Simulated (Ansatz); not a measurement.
Ansatz (an electronic-structure program) input (B3LYP-D3(BJ)/def2-TZVP):

Ansatz 0.2 input:
```yaml
crystal:
  periodic: [false, false, false]
  atoms:
    - {symbol: Si, position_ang: [-0.00000000, -0.00000000, -1.14275119]}
    - {symbol: Cl, position_ang: [0.00000000, 0.00000000, 0.94108922]}
basis:
  gaussian:
    orbitals: def2-TZVP
hamiltonian:
  xc: b3lyp
  dispersion: d3bj
magnetization: {spin_polarized: true, initial_magnetization: 1}
phonons: {temperatures: {t_min: 298.15, t_max: 298.15, t_step: 100}}
```

Output:

```
Functional definition: B3LYP
integrals: 0.01 GiB planned
524 factors; their error is unknown
mean field: 0.22 GiB planned
mean field evaluation 1: about -20400.4135 eV, gradient 8.8e0 eV
mean field evaluation 2: about -20400.1432 eV, gradient 1.2e1 eV
mean field evaluation 4: about -20400.8371 eV, gradient 5.8e-1 eV
mean field evaluation 8: about -20400.8955 eV, gradient 5.9e-3 eV
mean field evaluation 16: about -20400.7549 eV, gradient 3.2e0 eV
mean field -20400.89549789 eV, -749.7190813240 hartree, gradient 1.2e-5 eV, S^2 0.755283; 1 other end points of the search recorded, 0 dependent functions left out
the calculation of the forces begins
reference -20400.89567753 eV, -749.7190879256 hartree; 16, 15 occupied and 58, 59 virtual orbitals, 524 factors
these checks for a lower state are left out or cut short: stability, starts, cluster_reference, orbital_swaps, neighbouring_geometries, increment
integrals: 0.01 GiB planned
524 factors; their error is unknown
mean field: 0.22 GiB planned
mean field -20400.89549790 eV, -749.7190813240 hartree, gradient 1.3e-6 eV, S^2 0.755283; 0 other end points of the search recorded, 0 dependent functions left out
the calculation of the forces begins
reference -20400.89567754 eV, -749.7190879257 hartree; 16, 15 occupied and 58, 59 virtual orbitals, 524 factors
these checks for a lower state are left out or cut short: stability, starts, cluster_reference, orbital_swaps, neighbouring_geometries, increment
integrals: 0.01 GiB planned
524 factors; their error is unknown
mean field: 0.22 GiB planned
mean field evaluation 32: about -20400.8393 eV, gradient 7.1e-2 eV
mean field -20400.89549790 eV, -749.7190813240 hartree, gradient 1.3e-6 eV, S^2 0.755283; 0 other end points of the search recorded, 0 dependent functions left out
the calculation of the forces begins
reference -20400.89567754 eV, -749.7190879257 hartree; 16, 15 occupied and 58, 59 virtual orbitals, 524 factors
these checks for a lower state are left out or cut short: stability, starts, cluster_reference, orbital_swaps, neighbouring_geometries, increment
integrals: 0.01 GiB planned
524 factors; their error is unknown
mean field: 0.22 GiB planned
mean field -20400.89549790 eV, -749.7190813240 hartree, gradient 2.1e-7 eV, S^2 0.755283; 0 other end points of the search recorded, 0 dependent functions left out
the calculation of the forces begins
reference -20400.89567754 eV, -749.7190879257 hartree; 16, 15 occupied and 58, 59 virtual orbitals, 524 factors
these checks for a lower state are left out or cut short: stability, starts, cluster_reference, orbital_swaps, neighbouring_geometries, increment
integrals: 0.01 GiB planned
524 factors; their error is unknown
mean field: 0.22 GiB planned
mean field -20400.89549790 eV, -749.7190813240 hartree, gradient 2.1e-7 eV, S^2 0.755283; 0 other end points of the search recorded, 0 dependent functions left out
the calculation of the forces begins
reference -20400.89567754 eV, -749.7190879257 hartree; 16, 15 occupied and 58, 59 virtual orbitals, 524 factors
these checks for a lower state are left out or cut short: stability, starts, cluster_reference, orbital_swaps, neighbouring_geometries, increment
integrals: 0.01 GiB planned
524 factors; their error is unknown
mean field: 0.22 GiB planned
mean field -20400.89544849 eV, -749.7190795083 hartree, gradient 2.4e-6 eV, S^2 0.755285; 0 other end points of the search recorded, 0 dependent functions left out
the calculation of the forces begins
reference -20400.89562806 eV, -749.7190861076 hartree; 16, 15 occupied and 58, 59 virtual orbitals, 524 factors
these checks for a lower state are left out or cut short: stability, starts, cluster_reference, orbital_swaps, neighbouring_geometries, increment
integrals: 0.01 GiB planned
524 factors; their error is unknown
mean field: 0.22 GiB planned
mean field evaluation 64: about -20400.8955 eV, gradient 2.9e-6 eV
mean field -20400.89545308 eV, -749.7190796770 hartree, gradient 2.9e-6 eV, S^2 0.755281; 0 other end points of the search recorded, 0 dependent functions left out
the calculation of the forces begins
reference -20400.89563278 eV, -749.7190862811 hartree; 16, 15 occupied and 58, 59 virtual orbitals, 524 factors
these checks for a lower state are left out or cut short: stability, starts, cluster_reference, orbital_swaps, neighbouring_geometries, increment
integrals: 0.01 GiB planned
524 factors; their error is unknown
mean field: 0.22 GiB planned
mean field -20400.89549790 eV, -749.7190813240 hartree, gradient 1.3e-6 eV, S^2 0.755283; 0 other end points of the search recorded, 0 dependent functions left out
the calculation of the forces begins
reference -20400.89567754 eV, -749.7190879257 hartree; 16, 15 occupied and 58, 59 virtual orbitals, 524 factors
these checks for a lower state are left out or cut short: stability, starts, cluster_reference, orbital_swaps, neighbouring_geometries, increment
integrals: 0.01 GiB planned
524 factors; their error is unknown
mean field: 0.22 GiB planned
mean field -20400.89549790 eV, -749.7190813240 hartree, gradient 1.3e-6 eV, S^2 0.755283; 0 other end points of the search recorded, 0 dependent functions left out
the calculation of the forces begins
reference -20400.89567754 eV, -749.7190879257 hartree; 16, 15 occupied and 58, 59 virtual orbitals, 524 factors
these checks for a lower state are left out or cut short: stability, starts, cluster_reference, orbital_swaps, neighbouring_geometries, increment
integrals: 0.01 GiB planned
524 factors; their error is unknown
mean field: 0.22 GiB planned
mean field -20400.89549790 eV, -749.7190813240 hartree, gradient 2.1e-7 eV, S^2 0.755283; 0 other end points of the search recorded, 0 dependent functions left out
the calculation of the forces begins
reference -20400.89567754 eV, -749.7190879257 hartree; 16, 15 occupied and 58, 59 virtual orbitals, 524 factors
these checks for a lower state are left out or cut short: stability, starts, cluster_reference, orbital_swaps, neighbouring_geometries, increment
integrals: 0.01 GiB planned
524 factors; their error is unknown
mean field: 0.22 GiB planned
mean field -20400.89549790 eV, -749.7190813240 hartree, gradient 2.1e-7 eV, S^2 0.755283; 0 other end points of the search recorded, 0 dependent functions left out
the calculation of the forces begins
reference -20400.89567754 eV, -749.7190879257 hartree; 16, 15 occupied and 58, 59 virtual orbitals, 524 factors
these checks for a lower state are left out or cut short: stability, starts, cluster_reference, orbital_swaps, neighbouring_geometries, increment
integrals: 0.01 GiB planned
524 factors; their error is unknown
mean field: 0.22 GiB planned
mean field evaluation 96: about -20400.8954 eV, gradient 6.8e-2 eV
mean field -20400.89545308 eV, -749.7190796770 hartree, gradient 2.9e-6 eV, S^2 0.755281; 0 other end points of the search recorded, 0 dependent functions left out
the calculation of the forces begins
reference -20400.89563278 eV, -749.7190862811 hartree; 16, 15 occupied and 58, 59 virtual orbitals, 524 factors
these checks for a lower state are left out or cut short: stability, starts, cluster_reference, orbital_swaps, neighbouring_geometries, increment
integrals: 0.01 GiB planned
524 factors; their error is unknown
mean field: 0.22 GiB planned
mean field -20400.89544849 eV, -749.7190795083 hartree, gradient 2.4e-6 eV, S^2 0.755285; 0 other end points of the search recorded, 0 dependent functions left out
the calculation of the forces begins
reference -20400.89562806 eV, -749.7190861076 hartree; 16, 15 occupied and 58, 59 virtual orbitals, 524 factors
Total energy: -20400.97113392 eV, -749.7218608967 hartree
Atom 0 at    -0.000000    -0.000000    -1.142751 Å, force     0.000000    -0.000000     0.001932 eV/Å
Atom 1 at     0.000000     0.000000     0.941089 Å, force    -0.000000    -0.000000    -0.001932 eV/Å
Dipole moment:    -0.000000    -0.000000    -0.192659 e Å
Vibrations: 511.73 cm⁻¹, zero-point energy 0.031724 eV
```
